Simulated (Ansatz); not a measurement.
Species: C₄H₆BN, SMILES `BC(=C)CC#N` (charge 0, multiplicity 1).

Task: Give a relaxed geometry from CAM-B3LYP-D3(BJ)/def2-TZVP run with Ansatz (an electronic-structure program).

Result: Several could match; the one computed here: the end point of this relaxation, one of several conformers (outside a Z-matrix the atoms follow the SMILES, hydrogens last).
Cartesian coordinates (Å) in one orientation:
```xyz
12

B     -0.755    -1.347    -0.586
C     -0.424     0.060    -0.054
C     -1.220     1.082    -0.371
C      0.771     0.289     0.851
C      2.029    -0.030     0.183
N      3.007    -0.279    -0.356
H     -0.110    -2.295    -0.263
H     -1.684    -1.482    -1.316
H     -1.050     2.092    -0.012
H     -2.081     0.932    -1.010
H      0.818     1.323     1.195
H      0.699    -0.345     1.738
```
